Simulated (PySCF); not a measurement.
## Peak assignment

Geometry:
| atom | x (Å) | y (Å) | z (Å) |
| --- | --- | --- | --- |
| C1 | -1.517 | 1.899 | 0.429 |
| P2 | -0.961 | 0.282 | 1.123 |
| C3 | -1.882 | -0.790 | -0.079 |
| F4 | -2.839 | -0.253 | -0.857 |
| C5 | -1.671 | -2.100 | -0.098 |
| F6 | -2.259 | -3.010 | -0.855 |
| F7 | -0.751 | -2.652 | 0.684 |
| N8 | 0.584 | 0.149 | 0.394 |
| C9 | 0.915 | 0.213 | -0.938 |
| C10 | 2.255 | 0.018 | -1.064 |
| C11 | 2.779 | -0.174 | 0.237 |
| C12 | 1.734 | -0.095 | 1.105 |
| H13 | -1.325 | 1.966 | -0.641 |
| H14 | -0.979 | 2.692 | 0.947 |
| H15 | -2.582 | 2.017 | 0.619 |
| H16 | 0.170 | 0.378 | -1.693 |
| H17 | 2.813 | 0.009 | -1.980 |
| H18 | 3.806 | -0.352 | 0.486 |
| H19 | 1.700 | -0.188 | 2.172 |

Method: shieldings: GIAO PBE0/pcSseg-1, geometry from GFN2-xTB, in PySCF 2.14 (a single conformation, in vacuum, non-relativistic Hamiltonian, equivalent nuclei averaged).

Chemical shifts δ = σref − σ; ¹³C and ¹H vs TMS, all at this level.

Question: Assign these signals to the numbered atoms. ¹³C{¹H} NMR (computed): δ 169.5, 140.7, 128.4, 118.5, 15.6.

Answer: 
169.5 → C5, fully substituted alkene carbon
140.7 → C3, fully substituted alkene carbon: an sp2 carbon of a C=C bond
128.4 → C9/C12, aromatic CH next to a ring nitrogen
118.5 → C10/C11, aromatic CH
15.6 → C1, methyl carbon bonded to P

Question: Assign these signals to the numbered atoms. ¹H NMR (500 MHz, computed): δ 6.96 (m, 2H), 6.55 (m, 2H), 1.78 (m, 3H).

Answer: 
| δ (ppm) | atoms | environment | reason |
| --- | --- | --- | --- |
| 6.96 | H16/H19 | hydrogen on an aromatic CH next to a ring nitrogen | the ring current deshields protons in the ring plane |
| 6.55 | H17/H18 | hydrogen on an aromatic CH | ring-current deshielding |
| 1.78 | H13/H14/H15 | hydrogen on a methyl carbon bonded to P | – |

Splittings by ¹⁹F and ³¹P in the carbon and heteronuclear signals aren't shown, as no couplings were computed. Shifts are as computed. Against solution values, carbons near 30 ppm lie about +3 ppm off and those near 130 ppm about +5 ppm. Of 1211 compounds with measured shifts, 218 miss one by over three times the rms of a fit or turn the order of signals round; such compounds aren't used in these exercises. No couplings were computed; multiplicities are counted from neighbouring protons, with m where these are inequivalent, close in shift, in a saturated or five-membered ring or joined by F or P, and br s for small geminal =CH2 splittings.
